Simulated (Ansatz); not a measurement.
A run for Ansatz (a program for electronic structure): R-PBE/def2-TZVPPD on H2 (SMILES [H][H]) with ghost functions, monomers drawn apart or pushed together. Files ending in .json are basis or fitting sets from the Basis Set Exchange.

Ansatz 0.2 input:
```yaml
crystal:
  periodic: [false, false, false]
  atoms:
    - {symbol: H, position_ang: [-0.13448773, 0.23200135, 5.76533475]}
    - {symbol: H, position_ang: [-0.34408657, 0.43347497, 6.45162467]}
basis:
  gaussian:
    orbitals: def2-TZVPPD.json
    ghost_atoms:
      - {symbol: S, position_ang: [0.49914149, -0.66804580, 0.15842331]}
      - {symbol: H, position_ang: [-0.80797423, -0.94139000, 0.29760072]}
      - {symbol: H, position_ang: [0.28396807, 0.65722103, 0.16768560]}
hamiltonian:
  xc: {name: PBE}
scf: {lower_state_search: off}
```

### Question
Give the final energy of this run.

### Answer
-1.1661 hartree.
